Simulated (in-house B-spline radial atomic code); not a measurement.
# RPA and G0W0 on LDA exchange-only: Ru3+

Configuration [Kr] 4d5, highest spin, mean-field start LDA exchange-only. Computed with a B-spline radial code for spherical atoms: all electrons, scalar-relativistic (spin-free one-electron X2C), finite nucleus, each spin shell either full or empty, empty states to l = 9 with an (l + 1/2)⁻⁴ tail; G0W0 by contour deformation at full frequency.

Command:
```bash
python run_gw.py task.json out
```
Settings (radii: box in bohr, nucleus in fm):
```
Z                        44
electrons                41
configuration            [Kr] 4d5
hamiltonian              x2c
method                   lda,
lmax                     9
rms_radius               4.4809
spin_polarised           True
box_radius               14.14
intervals                68
```

Cost of the run: 4 s on 1 thread of Arm Neoverse V2, on a shared host.

Energies (hartree):

```
                                     term        value
                         mean-field total  -4519.42120
Hartree-Fock functional on these orbitals  -4526.24284
                      direct second order      -3.5162
                    second-order exchange       1.0174
                         SOSEX correction      0.94855
```

Problem. What is the RPA correlation energy, and what remains with SOSEX?

Solution. RPA gives -3.1103 hartree (-2.06 eV per electron); RPA + SOSEX gives -2.1618, and the second-order doubles -2.4988 hartree (no singles). SOSEX takes back 30 % of the RPA value.

Quasi-particle levels (eV):

```json
{"level": "4d up", "occupied": "yes", "mean field": "-37.76", "Σx - vxc": "-8.72", "Σc": "?", "QP weight": "?", "G0W0": "?"}
{"level": "4p down", "occupied": "yes", "mean field": "-76.37", "Σx - vxc": "-11.24", "Σc": "1.07", "QP weight": "0.860", "G0W0": "-86.53"}
{"level": "4d down", "occupied": "no", "mean field": "-33.04", "Σx - vxc": "7.69", "Σc": "-3.98", "QP weight": "0.932", "G0W0": "-29.323"}
```

G0W0 = mean field + (Σx - vxc) + Σc, with Σc (partial-wave tail included) taken at the quasi-particle energy. Only the outer levels were computed. Levels of low weight are left out.

Problem. Where does G0W0 put 4d up?

Solution. At -46.10 eV, with Σc = 0.37 eV and a quasi-particle weight of 0.743. The tabulated removal energy is 45 ± 1.7 eV (NIST, tabulated theory); the calculation leaves out spin-orbit coupling, Breit and QED terms, and what these don't explain is the method's own error.
